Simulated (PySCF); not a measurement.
Si(iPr)Cl3, C₃H₇Cl₃Si.
Bonds: Si1–C2, Si1–Cl12, Si1–Cl13, Si1–Cl14, C2–C3, C2–C4. Hydrogens: H5 on C2; H6, H7, H8 on C3; H9, H10, H11 on C4.

Computed by this run: PBE0-D3(BJ)/def2-SVP geometry optimisation, gas phase in PySCF; density fitting, grid level 1; the optimiser is geomeTRIC in internal coordinates, started from a GFN2-xTB structure with every atom displaced at random (about 0.03 Å).

Step 0: E = -48639.3208 eV
```
atom  x, y, z in Å  |  force x, y, z in eV/Å
Si1     0.2472    0.2748   -1.6173   -2.295   2.512   0.864
C2      0.1634    0.3186    0.2824    2.040  -0.365  -1.250
C3      0.9033   -0.8645    0.8228    3.448   1.445   0.775
C4     -1.1445    0.3348    0.8414   -5.897  -0.302   1.940
H5      0.6621    1.2266    0.6101    0.569   0.535  -0.153
H6      1.9824   -0.8330    0.4937   -0.688  -0.161   0.015
H7      0.5361   -1.8017    0.5428   -1.066  -1.847  -0.518
H8      1.0160   -0.8044    1.9205   -0.439  -0.127  -0.030
H9     -1.2201    0.3730    1.9971    0.626  -0.103  -1.482
H10    -1.8138    1.1835    0.5324    0.658  -0.292  -0.041
H11    -1.7993   -0.5813    0.5756    1.072   0.962   0.234
Cl12    2.1066    0.3509   -2.3005    1.222  -0.090  -0.499
Cl13   -0.8321    2.0472   -2.3347    0.969  -1.315   0.512
Cl14   -0.8265   -1.2684   -2.3231   -0.219  -0.852  -0.368
```

Step 1: E = -48640.0127 eV
```
atom  x, y, z in Å  |  force x, y, z in eV/Å
Si1     0.2044    0.3059   -1.5753   -1.071   1.149   0.328
C2      0.1674    0.3161    0.2983    0.604  -0.270  -0.216
C3      0.9862   -0.8733    0.8212    0.327   0.129   0.184
C4     -1.2400    0.3536    0.8396   -1.034  -0.046   0.347
H5      0.6956    1.2441    0.5861   -0.031   0.037  -0.074
H6      2.0329   -0.8654    0.4632   -0.221   0.076  -0.128
H7      0.5477   -1.8398    0.5328   -0.093  -0.011   0.036
H8      1.0652   -0.8341    1.9201   -0.196  -0.073   0.015
H9     -1.2643    0.3985    1.9411    0.233   0.013   0.025
H10    -1.8468    1.2097    0.4954    0.315   0.039  -0.122
H11    -1.8373   -0.5383    0.5780    0.252  -0.062  -0.119
Cl12    2.0940    0.3669   -2.2845    0.559  -0.077  -0.253
Cl13   -0.8127    2.0128   -2.2687    0.392  -0.524   0.158
Cl14   -0.8117   -1.3004   -2.3041   -0.035  -0.379  -0.180
```

Task: Estimate the geometry and energy of step 2. (The exact step hangs on the optimiser's Hessian estimate; all steps are aligned on step 1, rigid shifts and turns removed.)

Result: E = -48640.0914 eV, largest force 0.284 eV/Å
```
atom  x, y, z in Å  |  force x, y, z in eV/Å
Si1     0.1760    0.3341   -1.5658   -0.213   0.108   0.150
C2      0.1696    0.3159    0.3021    0.238  -0.153  -0.028
C3      0.9850   -0.8706    0.8297   -0.199  -0.022   0.020
C4     -1.2510    0.3469    0.8520    0.005   0.081   0.015
H5      0.6936    1.2519    0.5773   -0.053  -0.007  -0.006
H6      2.0140   -0.8608    0.4477    0.071  -0.019  -0.041
H7      0.5189   -1.8309    0.5411    0.075   0.115   0.034
H8      1.0361   -0.8415    1.9303   -0.021  -0.006  -0.014
H9     -1.2351    0.3943    1.9496    0.003   0.015   0.100
H10    -1.8118    1.2166    0.4839   -0.038   0.050  -0.009
H11    -1.8090   -0.5557    0.5703   -0.041  -0.109  -0.054
Cl12    2.0848    0.3756   -2.2930    0.204  -0.032  -0.072
Cl13   -0.8049    1.9967   -2.2668   -0.030   0.083  -0.051
Cl14   -0.7856   -1.3166   -2.3151    0.000  -0.105  -0.043
```

The energy changes by -0.0787 eV. The first-order estimate −F·Δx gives -0.1449 eV and the mean of the old and new forces, exact on a quadratic surface, -0.0775 eV. The step makes an angle of 53° with the force vector and moves no atom by more than 0.041 Å.

The cost below is that of the whole optimisation. The run took 58 s on one thread of an Arm Neoverse V1, shared host, and the process peaked at 0.59 GiB of memory.
